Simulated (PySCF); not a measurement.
H3Cl2OSiTi, doublet, at a GFN2-xTB geometry (such geometries of metal compounds can be far from the true shape) (the multiplicity is a formal guess). Base run: DF-B3LYP/def2-SVP run with PySCF.

Input for PySCF:
```python
from pyscf import gto, scf, dft

mol = gto.Mole()
mol.atom = '''
    Ti    0.13385518    0.12639748    0.35858986
    Cl    0.27420287   -1.26758755    1.94371787
    Cl    0.79158817    2.07880932    0.84103919
    O    -0.45519838   -0.29537952   -1.18464084
    Si   -0.99985070   -0.81141691   -2.62507650
    H    -1.10617308    0.36543350   -3.49723954
    H    -2.30890326   -1.43572356   -2.38179060
    H    -0.00868833   -1.77835172   -3.12261939
'''
mol.basis = 'def2-svp'
mol.spin = 1
mol.verbose = 4
mol.build()

mf = dft.UKS(mol)
mf.xc = 'b3lyp'
mf = mf.density_fit(auxbasis='def2-universal-jkfit')
mf.kernel()
```

The base run was repeated with changes; each row names its change, and settings that it needs were set with it.

```
change                                                                                                                                                       basis functions       E (Eh)  HOMO (eV)  dipole (D)
-----------------------------------------------------------------------------------------------------------------------------------------------------------  ---------------  -----------  ---------  ----------
base                                                                                                                                                                     114  -2136.11462      -6.09        2.58
basis = x2c-SVPall; relativity = spin-free X2C (without mf = mf.density_fit(auxbasis='def2-universal-jkfit'))                                                            119  -2143.92677      -6.23        2.62
basis = jorge-DZP-DKH; relativity = spin-free X2C (without mf = mf.density_fit(auxbasis='def2-universal-jkfit'))                                                         145  -2144.55784      -6.16        2.80
basis = x2c-TZVPall; relativity = spin-free X2C (without mf = mf.density_fit(auxbasis='def2-universal-jkfit'))                                                           208  -2144.62097      -6.21        2.45
basis = x2c-TZVPall; relativity = spin-free X2C; nucleus = Gaussian (with mol.nucmod = 'G'; without mf = mf.density_fit(auxbasis='def2-universal-jkfit'))                208  -2144.61820      -6.21        2.45
basis = x2c-TZVPall; relativity = none (without mf = mf.density_fit(auxbasis='def2-universal-jkfit'))                                                                    208  -2135.04885      -6.26        2.48
basis = jorge-DZP-DKH; relativity = spin-free X2C; nucleus = Gaussian (with mol.nucmod = 'G'; without mf = mf.density_fit(auxbasis='def2-universal-jkfit'))              145  -2144.55495      -6.16        2.80
basis = x2c-SVPall; relativity = spin-free X2C; nucleus = Gaussian (with mol.nucmod = 'G'; without mf = mf.density_fit(auxbasis='def2-universal-jkfit'))                 119  -2143.92416      -6.23        2.62
basis = x2c-SVPall; relativity = none (without mf = mf.density_fit(auxbasis='def2-universal-jkfit'))                                                                     119  -2134.73736      -6.22        2.63
basis = jorge-DZP-DKH; relativity = none (without mf = mf.density_fit(auxbasis='def2-universal-jkfit'))                                                                  145  -2135.30479      -6.19        2.83
```

Total energies compare only within one method and basis.

Open shells are given as the SCF converged; they aren't shown to be the lowest states, and a large step between rows can be another state.

Basis sets contracted for a relativistic Hamiltonian are a mismatch without it, so the rows without relativity aren't non-relativistic limits. No row has spin-orbit coupling; sets with core potentials leave out the core electrons.
